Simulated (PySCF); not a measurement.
Gas-phase thermal properties of TiCl3NH2

Energies from PySCF, thermal terms from the rigid-rotor harmonic-oscillator model, ideal gas at 1 bar. 6-31G* has spherical d functions here. All species are closed-shell singlets. B3LYP is the form with VWN-RPA correlation. TiCl3NH2: computed as isolated molecules; such fragments, hydroxides, amides, oligomers or adducts are transient or little studied in the gas. The harmonic model lacks anharmonicity and excited electronic states, which grow with temperature; levels with a mode under 35 cm⁻¹ are left out. Soft modes under 120 cm⁻¹ make the harmonic entropy rough for TiCl3NH2.

| level | point group | σ | ZPE (kJ/mol) | S°298 (J/mol/K) | Cp298 (J/mol/K) | S°1000 (J/mol/K) | H1000 − H298 (kJ/mol) |
|---|---|---|---|---|---|---|---|
| B3LYP/6-31G* | Cs | 1 | 75.0 | 389.9 | 112.3 | 543.6 | 90.9 |
| PBE/def2-SVP | Cs | 1 | 72.6 | 392.7 | 113.7 | 547.7 | 91.6 |
| PBE0/def2-TZVP | Cs | 1 | 75.3 | 390.8 | 112.3 | 544.7 | 91.0 |
σ: rotational symmetry number. Electronic degeneracy used: 1. Frequencies are unscaled.
